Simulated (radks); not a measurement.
Spherical jellium clusters: N electrons in a uniform positive sphere of charge N and radius rs N^(1/3), rs = 5.22 bohr. Level of theory: non-relativistic Kohn-Sham, PBE, spin-polarised, spherical densities (a radial shooting solver with Libxc functionals). Levels are named by radial order and angular momentum (1s, 1p, 1d, 2s, ...), and open shells are averaged over m. Each electron was tried in the lowest free levels, single moves between levels near the top were tried too, and the lowest total energy was kept; such a search can miss a lower state. The series stops at N = 7: beyond it a trial failed or the search could not be trusted, so later rows were left out. Energies include the self-energy of the background; IP and EA are vertical (highest electron removed, lowest free level filled), at fixed background; spill-out counts the electrons outside the background radius R, and alpha is the static dipole polarisability from linear response (closed shells only). A dash means not computed or, for alpha, an open shell; in EA it means that no bound solution was reached, which is typical of self-interaction and does not show that the anion is unstable. Real open-shell clusters deform, which this model forbids.

\begin{tabular}{lrrrrrrr}
N & open shells & 2S & E/N (eV) & E(N+1) + E(N-1) - 2E(N) (eV) & IP (eV) & -e(HOMO) (eV) & spill-out (e) \\ \hline
1 & 1s(up 1, down 0) & 1 & -1.478 & - & - & 2.589 & 0.28 \\
2 & none & 0 & -1.682 & 0.592 & 4.212 & 2.587 & 0.42 \\
3 & 1p(up 1, down 0) & 1 & -1.552 & -0.492 & 3.330 & 1.960 & 0.66 \\
4 & 1p(up 2, down 0) & 2 & -1.610 & -0.292 & 3.701 & 2.316 & 0.79 \\
5 & 1p(up 3, down 0) & 3 & -1.703 & 0.405 & 3.873 & 2.530 & 0.88 \\
6 & 1p(up 3, down 1) & 2 & -1.698 & -0.328 & 3.370 & 2.218 & 1.00 \\
7 & 1p(up 3, down 2) & 1 & -1.741 & - & 3.634 & 2.459 & 1.09 \\
\end{tabular}

All shells are closed at N = 2 (there: 1s2); the second difference of the energy has clear peaks (12 % above both neighbours; the first and last values, which can be the largest, are not judged, and half-filled shells can peak too) at N = 5.
